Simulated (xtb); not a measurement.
Input file for xtb: GFN2-xTB on C2H6Mg (SMILES C[CH2][MgH]), a point of a bond scan (R = 2.961 Å).

```
$ xtb mol.xyz --gfn 2 --sp --chrg 0 --uhf 0
9

Mg    -0.14432861     0.33129844     1.39372438
H     -0.33728383     1.19048809     2.85567801
C      0.09330786    -0.71909592    -0.41423708
C      0.13153769     0.13614409    -1.69257383
H     -2.09090037    -2.70680047    -0.62222524
H      1.01119844    -1.31501739    -0.34578536
H      0.95533042     0.85539786    -1.67841733
H     -0.78761407     0.71382571    -1.82525708
H      0.25689724    -0.46728182    -2.59877559
```

The head of its log:

```
[...]
           -------------------------------------------------
          |                Calculation Setup                |
           -------------------------------------------------



molecular fragmentation (1/2 indicates fragments):
111121111
# atoms in fragment 1/2:     8     1
 fragment masses (1/2) :       53.37        1.01
CMA distance (Bohr)    :   6.665
constraining FC (au)   :  0.0500

           -------------------------------------------------
          |                 G F N 2 - x T B                 |
           -------------------------------------------------

        Reference                      10.1021/acs.jctc.8b01176
      * Hamiltonian:
        H0-scaling (s, p, d)           1.850000    2.230000    2.230000
        zeta-weighting                 0.500000
      * Dispersion:
        s8                             2.700000
        a1                             0.520000
        a2                             5.000000
        s9                             5.000000
      * Repulsion:
        kExp                           1.500000    1.000000
        rExp                           1.000000
      * Coulomb:
        alpha                          2.000000
        third order                    shell-resolved
        anisotropic                    true
        a3                             3.000000
        a5                             4.000000
        cn-shift                       1.200000
        cn-exp                         4.000000
        max-rad                        5.000000


          ...................................................
          :                      SETUP                      :
          :.................................................:
          :  # basis functions                  24          :
          :  # atomic orbitals                  23          :
          :  # shells                           13          :
          :  # electrons                        16          :
          :  max. iterations                   250          :
          :  Hamiltonian                  GFN2-xTB          :
          :  restarted?                      false          :
          :  GBSA solvation                  false          :
          :  PC potential                    false          :
          :  electronic temp.          300.0000000     K    :
          :  accuracy                    1.0000000          :
          :  -> integral cutoff          0.2500000E+02      :
          :  -> integral neglect         0.1000000E-07      :
          :  -> SCF convergence          0.1000000E-05 Eh   :
          :  -> wf. convergence          0.1000000E-03 e    :
          :  Broyden damping             0.4000000          :
          :  net charge                          0          :
          :  unpaired electrons                  0          :
          ...................................................

 iter      E             dE          RMSdq      gap      omega  full diag
   1     -5.8464130 -0.584641E+01  0.245E+01    1.75       0.0  T
   2     -5.3418180  0.504595E+00  0.160E+01    0.73       1.0  T
```

Task: Predict the final total energy.

Result: -7.6675 hartree.
